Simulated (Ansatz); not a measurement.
`O[SiH2][CH2][GaH2]` and `O[SiH2]CS` differ in one atom or group.

Ansatz, PBE0-D4/def2-TZVP geometries, multiplicity 1. Each molecule was computed in one conformer, which needn't be the lowest. `O[SiH2][CH2][GaH2]` holds a close contact that its SMILES doesn't draw: Ga···O 2.24 Å.

Scalar relativity is left out up to krypton.

```
                                          property  `O[SiH2][CH2][GaH2]`
                 LUMO energy (PBE/def2-TZVPP) / eV                 -1.50
                HOMO energy (PBE0/def2-TZVPP) / eV                 -7.46
    zero-point energy (PBE0-D4/def2-TZVP) / kJ/mol                 188.2
               LUMO energy (B3LYP/def2-TZVPP) / eV                 -0.92
size of the dipole moment (ωB97M-V/def2-TZVPP) / D                  2.11
             HOMO–LUMO gap (B3LYP/def2-TZVPP) / eV                  6.31
```

(1) What does the change do to each property? (An estimate is asked.)

Results:

(1) Computed: 
```json
{"property": "LUMO energy (PBE/def2-TZVPP) / eV", "`O[SiH2]CS`": "-0.84", "shift": "0.66"}
{"property": "HOMO energy (PBE0/def2-TZVPP) / eV", "`O[SiH2]CS`": "-7.07", "shift": "0.39"}
{"property": "zero-point energy (PBE0-D4/def2-TZVP) / kJ/mol", "`O[SiH2]CS`": "179.7", "shift": "-8.5"}
{"property": "LUMO energy (B3LYP/def2-TZVPP) / eV", "`O[SiH2]CS`": "-0.15", "shift": "0.77"}
{"property": "size of the dipole moment (ωB97M-V/def2-TZVPP) / D", "`O[SiH2]CS`": "1.16", "shift": "-0.95"}
{"property": "HOMO–LUMO gap (B3LYP/def2-TZVPP) / eV", "`O[SiH2]CS`": "6.69", "shift": "0.38"}
```

With PBE0 the HOMO rises by 0.39 eV and the LUMO rises by 0.76 eV, so the gap widens by about 0.37 eV. PBE moves the HOMO by 0.47 eV and ωB97M-V by 0.34 eV. The zero-point energy changes by -8.5 kJ/mol with -3 modes. Dipoles are sizes alone; their direction can turn.

B3LYP here is the variant with VWN-RPA as its local correlation; programs differ in this.
